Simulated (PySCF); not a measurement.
A geometry optimisation on silicon trifluoride radical (`F[Si](F)F`).

Computed with PBE0-D3(BJ)/def2-SVP geometry optimisation, gas phase (PySCF 2.14.0). Start geometry: GFN2-xTB. The input is one job of a driver script: a line of settings, then coordinates in Å.

Input:
```
{"job": {"xc": "PBE0", "basis": "def2-SVP", "d3": "d3bj", "grid": 1, "kind": "geom"}, "charge": 0, "multiplicity": 2}
F      1.456010    -0.033070    -0.173090
Si     0.004710     0.000890     0.476500
F     -0.688810     1.277570    -0.171170
F     -0.751440    -1.235840    -0.177940
```

Task: Estimate the output.

Result: 
```
step   0  E = -588.40486998  max force = 0.017751
step   1  E = -588.40723959  max force = 0.012171
step   2  E = -588.40770129  max force = 0.000851
step   3  E = -588.40771750  max force = 0.000272
step   4  E = -588.40773743  max force = 0.000509
step   5  E = -588.40777438  max force = 0.001649
step   6  E = -588.40778420  max force = 0.002058
step   7  E = -588.40780541  max force = 0.001195
step   8  E = -588.40783495  max force = 0.000569
step   9  E = -588.40785438  max force = 0.001009
step  10  E = -588.40789274  max force = 0.002276
step  11  E = -588.40791575  max force = 0.001073
step  12  E = -588.40792666  max force = 0.000548
step  13  E = -588.40793439  max force = 0.000098
optimisation converged
```

Energies in Eh; «max force» is the largest Cartesian gradient component in Eh/bohr.

Task: How much energy does the optimisation release, in kJ/mol?

Result: E(step 0) − E(last step) = 0.003064 Eh, which is 8.0 kJ/mol.

Summary of the converged run: final energy -588.40793 Eh after 13 steps; dipole 1.42 D.

Task: Where do the atoms end?

Result: 0.051 Å rms from the input after alignment:
```
atom  x, y, z in Å
F1     1.4655   -0.0077   -0.3798
Si2    0.0703   -0.0037    0.4196
F3    -0.7440    1.3090   -0.0271
F4    -0.7712   -1.2880   -0.0583
```

Task: Estimate the wall time. Hardware: one thread of an Arm Neoverse V1, on a shared host.

Result: About 20 s.
Labels such as C1 count atoms from 1, the log's own numbers from 0.
